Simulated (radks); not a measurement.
Values are calculated unless marked as measured or tabulated.
Spin polarisation of the 4p4 shell in Se. Start: [Ar] 3d10 4s2 4p(up 2, down 2); electrons of 4p are moved from spin down to spin up, other shells keep equal spins. Level of theory: non-relativistic Kohn-Sham, LDA (Slater exchange, Perdew-Wang correlation), spin-polarised, spherical densities, point nucleus (a radial shooting solver on a logarithmic mesh with Libxc functionals).

moment (Bohr magnetons)  E - E(0) (eV)  e(4p up) (eV)  e(4p down) (eV)  4s down minus up (eV)
0                                0.000         -6.688           -6.688                  0.000
0.5                             -0.039         -6.838           -6.524                  0.339
1                               -0.157         -6.974           -6.345                  0.680
1.5                             -0.354         -7.097           -6.149                  1.023
2                               -0.631         -7.206           -5.936                  1.369

At moment 2 the spin-polarisation energy is -0.631 eV and the 4p exchange splitting 1.270 eV, that is 0.635 eV per Bohr magneton; E = -I m^2/4 would give I = 0.631 eV.
